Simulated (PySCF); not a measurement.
# Basis and Hamiltonian dependence of the ionisation energy of Mg⁺

Mg⁺ [Ne] 3s1 (2S) → Mg²⁺ [Ne] (1S). Calculated with PySCF 2.14 from differences of total energies of unrestricted determinants, without spin-orbit coupling. Values in eV.

```csv
basis,Hamiltonian,functions,UHF,PBE,PBE0,CCSD(T) (valence and next inner shell)
jorge-DZP-DKH,spin-free X2C,24,14.718,15.320,n/a,n/a
def2-TZVP,non-relativistic,32,14.712,n/a,15.208,n/a
cc-pVTZ-DK,spin-free X2C,34,14.745,15.363,n/a,n/a
"x2c-TZVPPall with one added diffuse shell each of s, p, d type",spin-free X2C,41,14.734,15.331,15.233,14.902
aug-cc-pVTZ-DK,spin-free X2C,50,14.745,15.363,15.257,n/a
dyall-av2z,non-relativistic,64,14.722,15.330,15.226,n/a
"aug-cc-pVTZ with one added diffuse shell each of s, p, d, f type",non-relativistic,66,14.723,15.340,15.234,n/a
x2c-QZVPPall,spin-free X2C,66,14.745,15.360,15.255,14.999
aug-cc-pCVTZ,non-relativistic,75,14.723,15.335,15.231,14.939
"x2c-QZVPPall with one added diffuse shell each of s, p, d, f type",spin-free X2C,82,14.745,15.360,15.255,14.999
aug-cc-pVQZ-DK,spin-free X2C,84,14.746,15.366,15.259,n/a
"aug-cc-pVQZ with one added diffuse shell each of s, p, d, f, g type",non-relativistic,109,14.724,15.342,15.236,n/a
dyall-av3z,spin-free X2C,117,14.745,15.360,15.255,n/a
aug-cc-pCVQZ,non-relativistic,134,14.724,15.336,15.231,n/a
```

Frozen in the all-electron rows: valence: [Ne]; valence and next inner shell: 1s2.

Reference for a calculation without spin-orbit coupling: 15.035 eV (measured, between term centres; NIST).
